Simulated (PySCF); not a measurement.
# Potential energy of KBe along the bond

Set-up: basis K pcseg-2, Be pcseg-2; no relativity; PySCF 2.14. Energies in eV from K + Be in their ground configurations at the same level. State: ²Σ⁺ (doublet), unpaired electrons σ ↑.

All columns are TPSSh. A positive dipole means K(−)Be(+).

```
R (Å)  E (eV)  μ (D)  Mulliken charge on K (basis-dependent)  HOMO (eV)  LUMO (eV)  Mayer bond order  ⟨S²⟩
2.935  -0.229  -4.12                                    0.22      -2.59      -1.45              0.86  0.76
3.072  -0.304  -4.27                                    0.22      -2.61      -1.47              0.83  0.76
3.208  -0.343  -4.36                                    0.22      -2.63      -1.49              0.79  0.76
3.311  -0.355  -4.40                                    0.22      -2.65      -1.51              0.77  0.76
3.413  -0.356  -4.40                                    0.21      -2.66      -1.53              0.73  0.77
3.515  -0.349  -4.38                                    0.21      -2.68      -1.55              0.70  0.77
3.652  -0.331  -4.32                                    0.20      -2.69      -1.58              0.65  0.77
3.823  -0.301  -4.20                                    0.19      -2.71      -1.61              0.60  0.77
4.027  -0.260  -4.01                                    0.18      -2.72      -1.66              0.52  0.76
4.300  -0.207  -3.69                                    0.16      -2.74      -1.70              0.43  0.76
```

A fit through these points gives, at Re = 3.372 Å, μ = -4.40 D and dμ/dR = -0.0223 D/Å; the reduced mass is 7.319 u.

How strong is the fundamental in the double-harmonic approximation, I = 42.26·(dμ/dR)²/μred km/mol?

I = 42.26·(-0.0223)²/7.319 = 0.00287 km/mol at TPSSh.

The bond is weak. Basis-set superposition, not corrected here, can be much of De in a small basis, most of all at correlated wavefunction levels. Functionals without a dispersion term scatter widely for such bonds, and LDA overbinds them. The state is the lowest determinant that a PBE0 search found; another state may lie lower at other levels.
